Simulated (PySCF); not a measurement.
C3HBrClF, SMILES C(=C=CF)(Br)Cl.

Geometry optimised at B3LYP-D3(BJ)/def2-SVP. This is a generated structure with no PubChem entry under its InChIKey; it may be hypothetical.

Level of theory: PBE/def2-TZVP (PySCF).

Computed frontier levels, gap, dipole moment and polarisability:
| Item | Result |
|---|---|
| highest occupied level | -6.65 eV |
| lowest empty level | -2.36 eV |
| orbital gap | 4.29 eV |
| dipole moment | 1.18 D |
| quadrupole, principal values (traceless, Buckingham form, about the centre of nuclear charge) | -6.06, -0.01, 6.08 D·Å |
| mean static polarisability | 75.5 bohr³ (11.19 Å³) |
| polarisability, principal values | 44.8, 72.2, 109.5 bohr³ |
